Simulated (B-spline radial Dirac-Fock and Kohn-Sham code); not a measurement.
Magnetic form factor of the 4d shell of Zr³⁺

System: Zr³⁺, [Kr] 4d1.

The run's input, task.json:

```json
{"items": [{
  "Z": 40,
  "q": 3,
  "cfg": [[1, 0, 2], [2, 0, 2], [2, 1, 6], [3, 0, 2], [3, 1, 6], [3, 2, 10], [4, 0, 2], [4, 1, 6], [4, 2, 1]],
  "A": 90,
  "rrms": 4.2694,
  "do": ["scatter"],
  "s": [0.0, 0.05, 0.1, 0.15, 0.2, 0.25, 0.3, 0.35, 0.4, 0.45, 0.5, 0.6, 0.7, 0.8, 0.9, 1.0, 1.1, 1.2, 1.4, 1.6, 1.8, 2.0, 2.5, 3.0, 3.5, 4.0, 5.0, 6.0],
  "pz": [0, 0.1, 0.2, 0.3, 0.4, 0.5, 0.6, 0.8, 1.0, 1.2, 1.4, 1.6, 1.8, 2.0, 2.5, 3.0, 4.0, 5.0, 7.0, 10.0, 15.0, 20.0, 30.0, 40.0, 60.0, 100.0],
  "hv_scatter": [1000, 5000, 8047.8, 10000, 30000, 50000, 100000, 1000000]
}]}
```

Command: `python xray_run.py task.json out`

Method: relativistic Hartree-Fock (Dirac-Fock) wave functions, averaged over the configuration. Computed with a B-spline atomic structure program. ⟨j_K⟩ is the integral of the 4d radial density with the spherical Bessel function j_K(4πsr), s = sin θ/λ.

```tsv
s (Å⁻¹)	⟨j0⟩	⟨j2⟩	⟨j4⟩
0	1.0000	0.0000	0.0000
0.05	0.9298	0.0276	0.0003
0.1	0.7474	0.0948	0.0045
0.15	0.5186	0.1664	0.0178
0.2	0.3067	0.2131	0.0408
0.25	0.1473	0.2242	0.0682
0.3	0.0468	0.2060	0.0924
0.35	-0.0059	0.1709	0.1082
0.4	-0.0263	0.1306	0.1141
0.45	-0.0280	0.0929	0.1113
0.5	-0.0209	0.0615	0.1024
0.6	-0.0008	0.0200	0.0761
0.7	0.0139	0.0011	0.0495
0.8	0.0204	-0.0045	0.0286
0.9	0.0212	-0.0037	0.0143
1	0.0189	-0.0007	0.0057
1.1	0.0153	0.0026	0.0011
1.2	0.0116	0.0053	-0.0009
1.4	0.0055	0.0082	-0.0008
1.6	0.0017	0.0085	0.0011
```

Radial moments of the shell: ⟨r²⟩ = 3.954, ⟨r⁴⟩ = 26.49, ⟨r⁶⟩ = 274.3 in powers of bohr.
